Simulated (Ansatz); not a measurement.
CH6O2Sn can be A, `O[CH2][SnH2][OH]`, or B, `OC[O][SnH3]`.

Computed with Ansatz on PBE0-D4/def2-TZVP structures; ΔE is electronic, products minus reactants. CCSD(T)/CBS is the MP2 limit (def2-TZVPP, def2-QZVPP) plus CCSD(T) − MP2 in def2-TZVPP, frozen cores. Functionals use def2-TZVPP. B3LYP here is the variant with VWN-RPA as its local correlation; programs differ in this. def2 core potentials past Kr. For Sn outer-core shells are correlated without core-valence functions, which leaves a few kJ/mol of doubt a bond. One conformer a species, not always the lowest.

(1) Which is lower in electronic energy at CCSD(T)/CBS, and by how much? (Estimate.)

(2) Give E(B) − E(A) in kJ/mol with ωB97M-V, B3LYP-D4, CCSD/def2-TZVPP, CCSD(T)/def2-TZVPP, r2SCAN-D4, B2PLYP, PBE-D4. (Best estimate.)

Largest T1 diagnostic: 0.013.

Answers

(1) Ansatz gave: A, by 27.7 kJ/mol.

(2) Computed: ωB97M-V 19.8, B3LYP-D4 18.7, CCSD/def2-TZVPP 20.3, CCSD(T)/def2-TZVPP 20.7, r2SCAN-D4 16.2, B2PLYP 20.5, PBE-D4 19.6. None reverses the order clearly.

In def2-TZVPP, CCSD(T) changes the Hartree–Fock value by +13.8 kJ/mol (the triples alone add +0.4 kJ/mol) and MP2 by +20.7 kJ/mol.
